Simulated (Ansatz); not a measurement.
One change: `C[SiH](F)F` becomes `C[Si](F)(F)CO`.

Ansatz, PBE0-D4/def2-TZVP geometries, multiplicity 1. Each molecule was computed in one conformer, which needn't be the lowest.

| property | `C[SiH](F)F` |
| --- | --- |
| HOMO–LUMO gap (B3LYP/def2-TZVPP) / eV | 9.95 |
| size of the dipole moment (B3LYP/def2-TZVPP) / D | 2.12 |
| size of the dipole moment (PBE/def2-TZVPP) / D | 2.04 |
| ideal-gas entropy at 298 K and 1 bar (rigid rotor, harmonic PBE0-D4/def2-TZVP) / J/(mol·K) | 306 |
| LUMO energy (PBE/def2-TZVPP) / eV | 0.14 |
| HOMO energy (PBE/def2-TZVPP) / eV | -7.91 |

Task: What does the change do to each property? (Estimate.)

Result: Computed: 
| property | `C[Si](F)(F)CO` | shift |
| --- | --- | --- |
| HOMO–LUMO gap (B3LYP/def2-TZVPP) / eV | 7.80 | -2.15 |
| size of the dipole moment (B3LYP/def2-TZVPP) / D | 0.80 | -1.32 |
| size of the dipole moment (PBE/def2-TZVPP) / D | 0.79 | -1.25 |
| ideal-gas entropy at 298 K and 1 bar (rigid rotor, harmonic PBE0-D4/def2-TZVP) / J/(mol·K) | 371 | 65 |
| LUMO energy (PBE/def2-TZVPP) / eV | -0.32 | -0.46 |
| HOMO energy (PBE/def2-TZVPP) / eV | -6.17 | 1.74 |

With PBE0 the HOMO rises by 1.63 eV and the LUMO falls by 0.44 eV, so the gap narrows by about 2.07 eV. PBE moves the HOMO by 1.74 eV and ωB97M-V by 1.55 eV. The zero-point energy changes by 89.3 kJ/mol with +12 modes. Dipoles are sizes alone; their direction can turn.

B3LYP here is the variant with VWN-RPA as its local correlation; programs differ in this.
